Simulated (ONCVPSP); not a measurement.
# Before and after: ONCV potential for rhodium (Rh)

ONCVPSP 4.0.1 input, shortened (lines: element, Z, core and valence counts, functional; n l f; lmax; l rc ep ncon nbas qcut; lloc lpopt rc5 dvloc0; l nproj debl; icmod fcfact rcfact), BLYP, scalar-relativistic:

```
  Rh 45.00    6    5  -106131      upf
    1    0    2.00
    2    0    2.00
    2    1    6.00
    3    0    2.00
    3    1    6.00
    3    2   10.00
    4    0    2.00
    4    1    6.00
    4    2    8.00
    5    0    0.75
    5    1    0.25
    2
    0    1.40    0.00    4    8    6.90
    1    1.85    0.00    4    7    7.60
    2    1.75    0.00    4    8    9.20
    4    4    1.10    4.00
    0    2    1.10
    1    2    3.10
    2    2    2.50
    0    0.00    0.00
```

Change: all radii scaled by about 1.33 (s 1.86, p 2.46, d 2.32 bohr); local potential polynomial inside 1.46 bohr (lpopt 4, dvloc0 4 Ha).

Cutoffs: the cutoffs (Ha) at which the residual kinetic energy of the hardest occupied pseudo-wave falls to 1 and 0.1 mHa per electron; they do not see the model core or the augmentation charge, which bear on the density cutoff. Errors are all-electron minus pseudo energies relative to the spin-unpolarised reference configuration.

Task: How do hardness, ghosts and transferability respond?

Result: The potential gets softer (26 Ha and 73 Ha → 21 Ha and 24 Ha); the errors of the 3 common tests hardly move; neither file shows a bound ghost. A larger radius leaves more room for a smooth pseudo-wave, so fewer plane waves are needed.

| quantity | base | changed |
| --- | --- | --- |
| cutoff, loose | 26 Ha | 21 Ha |
| cutoff, tight | 73 Ha | 24 Ha |
| loose cutoff by channel | s 22 Ha, p 17 Ha, d 26 Ha | s 14 Ha, p 16 Ha, d 21 Ha |
| bound ghosts | none | none |
| GHOST(+) flags under 300 eV | none | none |
| tests with a reliable result | 3 of 4 | 3 of 4 |
| error for 4s2 4p6 4d8 5s1 5p0, meV [ΔE -0.87 eV] | +0.1 | +0.2 |
| error for 4s2 4p6 4d8 5s0 5p0, meV [ΔE 6.68 eV] | -1.1 | -0.9 |
| error for 4s2 4p5 4d8 5s1 5p0, meV [ΔE 55.63 eV] | -85 | -90 |
